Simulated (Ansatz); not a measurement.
VO₄H₃⁻, that is VO(OH)3 with one electron more. The state is a doublet with charge -1. Geometry PBE0-D4/def2-SVP, that of the neutral singlet; atoms count from 1.

```tsv
atom	x (Å)	y (Å)	z (Å)
V1	0.0021	0.0050	-0.0042
O2	0.4792	1.1215	-0.9616
O3	1.3998	-0.7909	0.6878
H4	2.2982	-0.5231	0.4626
O5	-0.9554	-1.1510	-0.9058
H6	-1.1193	-1.0457	-1.8501
O7	-0.9675	0.7178	1.2675
H8	-1.1372	1.6663	1.3038
```

The highest occupied level of the charge -1 doublet lies above zero (up to 1.44 eV). By energy differences its removal costs 0.44 eV (vertical, to the charge 0 singlet, at PBE0-D4/def2-TZVPD); a positive level beside a positive removal energy at the same level points to self-interaction error.

(1) Estimate the Mulliken populations from the PBE0/def2-TZVPD orbitals of Ansatz.

(2) Where does the spin sit?

(3) And the Mayer bond orders between bonded heavy atoms (over 0.3)?

Answers

(1) 
```csv
atom,charge (e),spin (α − β),d electrons
V1,2.04,0.86,3.13
O2,-1.00,0.05,–
O3,-0.92,0.01,–
H4,0.23,0.02,–
O5,-0.92,0.04,–
H6,0.24,0.00,–
O7,-0.92,0.01,–
H8,0.23,0.02,–
```
Mulliken values and Mayer orders depend strongly on the basis. With diffuse functions, as here, like atoms can get unlike values, and bond orders can come out too low or too high.

(2) Summed by element: V 0.86, O 0.11, H 0.03, of 1 unpaired in all. Largest on single atoms: V1 0.86, O2 0.05, O5 0.04.

(3) V1–O2 1.45 (1.55 Å); V1–O3 0.47 (1.75 Å); V1–O5 0.40 (1.75 Å); V1–O7 0.47 (1.75 Å).
